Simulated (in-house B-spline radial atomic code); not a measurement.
Values are calculated unless marked as measured or tabulated.
## W6+ at several levels of theory

Ground configuration [Xe] 4f14. All numbers come from an all-electron radial atomic-structure program (B-spline basis), all electrons, at the radial basis limit. Mean-field, RPA, GW and linear-response runs are scalar-relativistic (one-electron X2C), no spin-orbit coupling, without Breit or QED terms, open shells spin-polarised at highest spin; the many-body runs on Dirac-Hartree-Fock orbitals are four-component, and their energies hold both.

Without the two-electron picture change, the correlation of inner shells comes somewhat too large for so heavy an element.

**Ionisation energy.** The reference is 122.01 ± 0.06 eV (NIST, semi-empirical). It runs between the lowest fine-structure levels, while the runs without spin-orbit coupling give shell averages, so part of their difference is this splitting, and a close match can be a cancellation.

```csv
method,value (eV),minus reference (eV)
minus the highest LDA VWN5 level,109.53,-12.48
minus the highest PBE level,109.11,-12.90
G0W0 on PBE,123.25,+1.24
minus the highest r2SCAN level,109.57,-12.44
minus the highest PBE0 level,113.76,-8.25
G0W0 on PBE0,123.24,+1.23
minus the highest B3LYP (VWN-RPA) level,112.80,-9.21
minus the highest CAM-B3LYP level,114.78,-7.23
minus the highest LC-wPBE level,114.76,-7.25
```

Question: Which methods come closest, and which lies farthest off?

Answer: Closest: G0W0 on PBE0 (+1.23 eV) and G0W0 on PBE (+1.24 eV). Farthest: minus the highest PBE level (-12.90 eV).

**Static dipole polarisability and C6** of two like species, by linear response (no reference value is at hand):

```
                                method  α (bohr³)  C6 (hartree·bohr⁶)
                              LDA VWN5      2.034               7.694
                                   PBE      2.046               7.757
                                  PBE0      2.037               7.705
                       B3LYP (VWN-RPA)      2.039               7.715
                             CAM-B3LYP      2.041               7.721
                               LC-wPBE       2.05               7.774
                                  TDHF      2.028               7.635
relativistic RPA (four-component TDHF)      2.046               7.685
```

Question: What mean excitation energy do α and C6 imply in London's formula C6 = (3/4) α² ω?

Answer: LDA VWN5: ω = 2.480 hartree; relativistic RPA (four-component TDHF): ω = 2.448 hartree. A method that puts the excitations lower gives a larger α and a smaller ω.

Run times on one thread of shared hosts: mean field, RPA, SOSEX and G0W0 on PBE, 2.7 s (AMD EPYC 9R14); TDDFT with PBE, 2.9 s (Intel Xeon Platinum 8559C (Emerald Rapids)).
